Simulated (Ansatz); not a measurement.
CoCl₂, SMILES [Cl][Co][Cl] (connectivity only; charge and spin as stated), neutral, multiplicity 4. Atoms are numbered in the order given.

```xyz
3

Co     0.0000     0.0000     0.0000
Cl     0.0000     0.0000    -2.0889
Cl     0.0000     0.0000     2.0889
```
Charge 0, spin multiplicity 4.

Coordinates come from a PBE0-D3(BJ)/def2-TZVP optimisation. The spin state was assumed, not searched. The isomer is the one that the SMILES or the coordinates give; other isomers of the formula were not compared.

Two levels are set side by side: PBE-D3(BJ)/def2-TZVP (Ansatz, a first-principles code) and PBE0-D3(BJ)/def2-TZVP (Ansatz). Each level has its own optimised geometry; the coordinates shown are those of the second. Differences are taken from unrounded values.

```csv
quantity,PBE0-D3(BJ)
mean bond length (Å),2.089
bond Co1–Cl2 (Å),2.089
bond Co1–Cl3 (Å),2.089
```

Problem. What does PBE-D3(BJ) give, and how far is it from PBE0-D3(BJ)? (The exact figures need the calculation; the answer reports its results.)

Solution. 
```
quantity              PBE-D3(BJ)  PBE-D3(BJ) minus PBE0-D3(BJ)
--------------------  ----------  ----------------------------
mean bond length (Å)       2.077                        -0.012
bond Co1–Cl2 (Å)           2.077                        -0.012
bond Co1–Cl3 (Å)           2.077                        -0.012
```

Here PBE gives about what the other level gives.
